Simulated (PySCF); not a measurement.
Working out the excitation energy of Be

Be [He] 2s2 (1S) → Be [He] 2s1 3s1 (3S). Calculation: PySCF 2.14, in aug-cc-pVDZ (4s3p2d, 23 functions); no relativity, point nucleus. Frozen: 1s2. Energies in hartree (1 hartree = 27.21139 eV):

```csv
part,Be (lower),Be (upper)
UHF,-14.572380,-14.374437
CCSD correlation,-0.044522,-0.004573
(T),0.000000,0.000000
```

Q: What does Hartree-Fock give?

A: (-14.374437) − (-14.572380) = 0.197943 hartree = 5.386 eV.

Q: What do CCSD and CCSD(T) give?

A: The CCSD correlation energies differ by 0.039949 hartree = 1.087 eV and the triples by 0.000000 hartree = 0.000 eV, so CCSD gives 6.473 eV and CCSD(T) 6.473 eV.

Measured between the centres of the two terms (NIST): 6.457 eV, so CCSD(T) (valence) is off by 0.016 eV.

A double-zeta basis recovers only part of the correlation energy.

What remains against the reference includes basis incompleteness, the frozen core and higher excitations.
